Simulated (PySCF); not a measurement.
How methods differ on the ionisation energy of Zn¹²⁺

Zn¹²⁺ [Ar] (1S) → Zn¹³⁺ [Ne] 3s2 3p5 (2P), as a difference of total energies. All numbers are calculated (PySCF 2.14, scalar relativity by spin-free X2C-1e, in an uncontracted even-tempered set (19 s from 0.81 bohr⁻², ratio 2.5; 12 p from 1.1 bohr⁻², ratio 2.5; 5 d from 7 bohr⁻², ratio 2.7; 4 f from 11 bohr⁻², ratio 2.7)). Correlated levels: outer shells: 1s2 frozen; virtual orbitals above 40 to 60 times the deepest correlated orbital energy dropped. The calculations carry no spin-orbit coupling.

```
                method  ionisation energy (eV)
                   UHF                  417.75
    MP2 (outer shells)                  418.66
SCS-MP2 (outer shells)                  418.53
   CCSD (outer shells)                  418.52
CCSD(T) (outer shells)                  418.52
```

Task: How much does correlation contribute at CCSD(T) (outer shells)?

Result: 418.52 − (417.75) = 0.77 eV, measured against UHF.

A first-order spin-orbit estimate (lowest level to lowest level, LS coupling) adds -1.367 eV.

For comparison: 417.6 ± 1.2 eV (semi-empirical (NIST evaluation); NIST Atomic Spectra Database, ionization energies).
